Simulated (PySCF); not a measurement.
## The second ionisation energy along the 4p block

All values are computed (PySCF 2.14, energy differences of UHF-based or UKS calculations, no spin-orbit coupling). Values in eV. The last column holds reference values (NIST; (s) semi-empirical, (t) theoretical, else measured). Unmarked ones compare directly (S terms, centres of terms, or small fine structure); those marked * lie between the lowest fine-structure levels and include a spin-orbit shift.

```json
{"element": "Ga (x2c-TZVPPall, spin-free X2C)", "configurations": "[Ar] 3d10 4s2 → [Ar] 3d10 4s1", "UHF": "18.740", "CCSD (valence and next inner shell)": "20.095", "CCSD(T) (valence and next inner shell)": "20.170", "CCSD(T) (valence)": "19.738", "PBE": "20.769", "PBE0": "20.428", "reference": "20.515"}
{"element": "Ge (x2c-TZVPPall, spin-free X2C)", "configurations": "[Ar] 3d10 4s2 4p1 → [Ar] 3d10 4s2", "UHF": "15.199", "CCSD (valence and next inner shell)": "15.605", "CCSD(T) (valence and next inner shell)": "15.632", "CCSD(T) (valence)": "15.532", "PBE": "15.739", "PBE0": "15.762", "reference": "15.789"}
{"element": "As (x2c-TZVPPall, spin-free X2C)", "configurations": "[Ar] 3d10 4s2 4p2 → [Ar] 3d10 4s2 4p1", "UHF": "17.939", "CCSD (valence and next inner shell)": "18.419", "CCSD(T) (valence and next inner shell)": "18.447", "CCSD(T) (valence)": "18.372", "PBE": "18.487", "PBE0": "18.532", "reference": "18.589 *"}
{"element": "Se (x2c-TZVPPall, spin-free X2C)", "configurations": "[Ar] 3d10 4s2 4p3 → [Ar] 3d10 4s2 4p2", "UHF": "20.850", "CCSD (valence and next inner shell)": "21.358", "CCSD(T) (valence and next inner shell)": "21.390", "CCSD(T) (valence)": "21.347", "PBE": "21.316", "PBE0": "21.409", "reference": "21.196 ± 0.01 *"}
{"element": "Br (x2c-TZVPPall, spin-free X2C)", "configurations": "[Ar] 3d10 4s2 4p4 → [Ar] 3d10 4s2 4p3", "UHF": "20.252", "CCSD (valence and next inner shell)": "21.088", "CCSD(T) (valence and next inner shell)": "21.118", "CCSD(T) (valence)": "21.080", "PBE": "21.385", "PBE0": "21.396", "reference": "21.409"}
{"element": "Kr (x2c-TZVPPall, spin-free X2C)", "configurations": "[Ar] 3d10 4s2 4p5 → [Ar] 3d10 4s2 4p4", "UHF": "23.252", "CCSD (valence and next inner shell)": "24.104", "CCSD(T) (valence and next inner shell)": "24.138", "CCSD(T) (valence)": "24.110", "PBE": "24.326", "PBE0": "24.366", "reference": "24.360 *"}
```

```csv
method,elements,mean error (eV),mean absolute error (eV),largest error (eV)
UHF,3,-1.174,1.174,-1.776
CCSD (valence and next inner shell),3,-0.308,0.308,-0.420
CCSD(T) (valence and next inner shell),3,-0.264,0.264,-0.345
CCSD(T) (valence),3,-0.454,0.454,-0.777
PBE,3,0.060,0.109,0.253
PBE0,3,-0.042,0.042,-0.087
```

Errors include the incompleteness of the basis and the frozen core.

"Valence" correlates the outer s and p shells and, in groups 3 to 12 and the f block, the outer d or f shell, open or full, or the next shell where the ion has no valence electron left; the wider scheme adds the next inner shell.
